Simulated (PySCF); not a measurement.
CH4OSSn, SMILES C[O][Sn][SH] (connectivity only; charge and spin as stated), neutral, multiplicity 1.

Geometry optimised at B3LYP-D3(BJ)/def2-SVP. The def2 effective core potentials stand for the cores of Sn; spin–orbit coupling is left out. Other conformers were not sampled.

Method: PBE/def2-TZVP (PySCF).

Symmetry labels are those of the subgroup Cs that the program uses (full group Cs).

Computed valence orbital energies around the gap with their symmetry:
```
orbital  symmetry  energy (eV)
-------  --------  -----------
HOMO−7         A"       -10.47
HOMO−6         A'       -10.45
HOMO−5         A'        -9.66
HOMO−4         A'        -9.26
HOMO−3         A"        -6.53
HOMO−2         A'        -6.49
HOMO−1         A'        -6.29
HOMO           A"        -6.16
LUMO           A"        -2.96
LUMO+1         A'        -1.32
LUMO+2         A'        -0.66
LUMO+3         A'        -0.23
```
